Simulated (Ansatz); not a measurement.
Basis sets compared for the cluster V₃O₃⁺. Charge 1, multiplicity 1. Geometry PBE-D4/def2-SVP. Ansatz on 4 threads of Intel Xeon on a shared host; times are rough, and most runs start from earlier orbitals.

Cartesian coordinates in Å:
```
V -0.744 0.858 -0.062
V 1.199 0.274 -0.738
V -0.496 -1.085 0.795
O 1.134 -1.307 0.094
O -1.977 -0.600 0.084
O 0.885 1.860 -0.173
```

The restricted singlet is unstable towards broken spin symmetry in Hartree–Fock (as tested in another run); at PBE-D4/def2-SVP, PBE-D4/def2-TZVP, PBE0-D4/def2-SVP, PBE0-D4/def2-TZVP this wasn't settled. No other spin state of charge 1 was run. Another isomer (singlet) lies 0.31 eV lower at PBE0-D4/def2-TZVP; other spin states weren't run for this one.

```csv
level,functions,energy (Eh),HOMO (eV),LUMO (eV),wall time
PBE-D4/def2-SVP,135,-3056.1967,-9.80,-9.01,2.5 s
PBE0-D4/def2-SVP,135,-3056.0762,-11.15,-7.86,4.8 s
```

Problem. Estimate the rows for PBE-D4/def2-TZVP (with forces), PBE0-D4/def2-TZVP.

Solution. 
```
                         level  functions  energy (Eh)  HOMO (eV)  LUMO (eV)  wall time
PBE-D4/def2-TZVP (with forces)        228   -3056.8446      -9.91      -9.12      5.5 s
             PBE0-D4/def2-TZVP        228   -3056.7244     -11.16      -7.90       13 s
```
